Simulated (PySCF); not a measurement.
# How methods differ on the electron affinity of Cr

Cr⁻ [Ar] 3d5 4s2 (6S) → Cr [Ar] 3d5 4s1 (7S), as a difference of total energies. All numbers are calculated (PySCF 2.14, no relativity, point nucleus, in def2-QZVPPD (11s6p5d3f2g, 93 functions)). Correlated levels: valence: [Ar] frozen. The calculations carry no spin-orbit coupling.

**Question.** Order these methods by the electron affinity they give, lowest first.
A. SCS-MP2 (valence)
B. MP2 (valence)
C. UHF
D. CCSD (valence)

**Answer.** C (-0.548 eV), B (0.104 eV), A (0.267 eV), D (0.384 eV).

These non-relativistic numbers lack the scalar-relativistic shift.

Errors of the correlated levels include the incompleteness of this basis and the frozen core.

A negative affinity means that the anion lies above the atom at that level of theory.

The coupled-cluster amplitudes are large for Cr⁻ (T1 above 0.03 or a double amplitude above 0.15), so a single reference is strained.

For comparison: 0.676 eV (measured; photodetachment measurements, as compiled on the Wikipedia data page of electron affinities).
